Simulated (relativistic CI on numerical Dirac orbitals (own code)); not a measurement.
# Forbidden lines of In⁸⁺

Computed by Dirac-Coulomb-Breit CI, orbitals from a KLI potential per configuration, a model potential for QED, unscaled Slater integrals (own radial code, finite nucleus).

Configuration list (outside the closed core [Ar] 3d10): 4s2 4p6 4d5, 4s2 4p5 4d6, 4s2 4p6 4d4 4f, 4s2 4p6 4d4 5s, 4s2 4p6 4d4 5p, 4s 4p6 4d6, 4s2 4p6 4d3 5s 5p, 4s2 4p5 4d5 4f, 4s2 4p6 4d4 5d, 4s2 4p6 4d3 4f 5s, 4s2 4p6 4d4 6s, 4s2 4p6 4d4 6p, 4s2 4p6 4d4 5f, 4s 4p6 4d5 4f, 4s2 4p6 4d4 6d, 4s2 4p5 4d5 5s, 4s2 4p6 4d4 7s, 4s2 4p6 4d4 7p, 4s2 4p6 4d4 6f, 4s2 4p6 4d4 7f, 4s2 4p5 4d5 6s, 4s2 4p6 4d3 5s2, 4s2 4p6 4d2 4f 5s2, 4s2 4p6 4d2 5s2 5p, 4s2 4p5 4d3 4f 5s2, 4p6 4d7, 4p5 4d8, 4p5 4d7 4f. Double excitations out of closed p, d and f shells are left out; levels of such configurations are missing from the list, as are those of other unlisted configurations, and high levels can miss mixing partners. These lack a partner that the ground configuration has and come out too high: 4s2 4p5 4d5 5s, 4s2 4p5 4d5 6s.

```
λ vac (Å)                     Lower                     Upper  Type   A (s⁻¹)        gf  Branching (%)
   1557.7    4s2 4p6 4d5 6S_5/2 [1]   4s2 4p6 4d5 2D_5/2 [15]    M1  1.14e+01  2.49e-08           10.6
   1831.5    4s2 4p6 4d5 6S_5/2 [1]   4s2 4p6 4d5 4P_3/2 [12]    M1  4.09e+01  8.23e-08           81.8
   1866.5    4s2 4p6 4d5 6S_5/2 [1]   4s2 4p6 4d5 4D_5/2 [11]    M1  4.85e+01  1.52e-07           86.8
   2237.3    4s2 4p6 4d5 6S_5/2 [1]    4s2 4p6 4d5 4D_3/2 [7]    M1  3.69e+01  1.11e-07           97.6
   2320.7    4s2 4p6 4d5 6S_5/2 [1]    4s2 4p6 4d5 4D_5/2 [6]    M1  5.22e+01  2.53e-07           96.9
   2581.3    4s2 4p6 4d5 4G_7/2 [3]   4s2 4p6 4d5 2F_5/2 [25]    M1  1.12e+01  6.71e-08           29.5
   2658.7   4s2 4p6 4d5 4G_11/2 [4]  4s2 4p6 4d5 2H_11/2 [24]    M1  3.23e+01  4.10e-07           36.3
   2689.1    4s2 4p6 4d5 4G_9/2 [5]  4s2 4p6 4d5 2H_11/2 [24]    M1  1.50e+01  1.95e-07           16.9
   2838.5    4s2 4p6 4d5 4G_7/2 [3]   4s2 4p6 4d5 2F_7/2 [23]    M1  5.88e+00  5.68e-08           12.6
   2896.2    4s2 4p6 4d5 4G_9/2 [5]   4s2 4p6 4d5 2F_7/2 [23]    M1  1.85e+01  1.86e-07           39.6
   2995.9    4s2 4p6 4d5 4G_7/2 [3]   4s2 4p6 4d5 4F_7/2 [21]    M1  7.06e+00  7.60e-08           14.6
   3048.2    4s2 4p6 4d5 4G_7/2 [3]   4s2 4p6 4d5 2H_9/2 [20]    M1  7.48e+00  1.04e-07           14.5
   3060.2    4s2 4p6 4d5 4G_9/2 [5]   4s2 4p6 4d5 4F_7/2 [21]    M1  1.94e+01  2.18e-07           40.2
   3074.0   4s2 4p6 4d5 4G_11/2 [4]   4s2 4p6 4d5 2H_9/2 [20]    M1  8.66e+00  1.23e-07           16.9
   3114.8    4s2 4p6 4d5 4G_9/2 [5]   4s2 4p6 4d5 2H_9/2 [20]    M1  2.19e+01  3.19e-07           42.7
   3319.2    4s2 4p6 4d5 4G_7/2 [3]   4s2 4p6 4d5 4F_5/2 [19]    M1  1.02e+01  1.01e-07           43.1
   3606.2    4s2 4p6 4d5 4G_5/2 [2]   4s2 4p6 4d5 2D_3/2 [18]    M1  1.29e+01  1.00e-07           32.0
   3768.2    4s2 4p6 4d5 4G_5/2 [2]   4s2 4p6 4d5 2D_5/2 [15]    M1  1.13e+01  1.45e-07           10.5
   3807.8    4s2 4p6 4d5 4G_7/2 [3]   4s2 4p6 4d5 2G_9/2 [17]    M1  4.20e+00  9.13e-08           31.2
   3848.2   4s2 4p6 4d5 4G_11/2 [4]   4s2 4p6 4d5 2G_9/2 [17]    M1  5.44e+00  1.21e-07           40.4
   3922.1    4s2 4p6 4d5 4D_7/2 [9]   4s2 4p6 4d5 2F_7/2 [23]    M1  1.04e+01  1.93e-07           22.4
   3951.6    4s2 4p6 4d5 4G_9/2 [5]   4s2 4p6 4d5 2F_7/2 [16]    M1  7.62e+00  1.43e-07           79.8
   3964.1    4s2 4p6 4d5 4G_7/2 [3]   4s2 4p6 4d5 2D_5/2 [15]    M1  1.72e+01  2.43e-07           15.9
   4229.0    4s2 4p6 4d5 4D_7/2 [9]   4s2 4p6 4d5 4F_7/2 [21]    M1  1.33e+01  2.85e-07           27.6
   4334.0    4s2 4p6 4d5 4D_7/2 [9]   4s2 4p6 4d5 2H_9/2 [20]    M1  5.08e+00  1.43e-07            9.9
   4591.5  4s2 4p6 4d5 2I_11/2 [13]  4s2 4p6 4d5 2H_11/2 [24]    M1  2.80e+01  1.06e-06           31.5
   4738.1    4s2 4p6 4d5 4D_5/2 [6]   4s2 4p6 4d5 2D_5/2 [15]    M1  5.75e+01  1.16e-06           53.3
   4833.0    4s2 4p6 4d5 4D_3/2 [7]   4s2 4p6 4d5 2D_3/2 [18]    M1  1.87e+01  2.62e-07           46.7
   5050.6  4s2 4p6 4d5 2I_13/2 [14]  4s2 4p6 4d5 2H_11/2 [24]    M1  1.08e+01  4.97e-07           12.2
   6315.8   4s2 4p6 4d5 4G_11/2 [4]  4s2 4p6 4d5 2I_11/2 [13]    M1  4.32e+00  3.10e-07           78.3
```

Terms are leading LS components. Brackets give the number of a level in order of energy, since labels repeat. The list gives strong lines, with weight on those to low levels, among the lowest 400 of 10162 levels, so that lines to higher ones, which can be the strongest, are missing. Levels whose partners in the same complex of configurations lie outside the list can be far off, and so can their lines. Rates are taken at the computed energies, electric ones in the length gauge.

At this charge configurations can still be misplaced by up to about 7 % of their energy. Terms inside the open d or f shell come out 10 to 20 % too wide with unscaled integrals.

LS names give the leading component of a level, which can be under half, so a name can repeat, a term be missing and a line seem to break the LS rules.
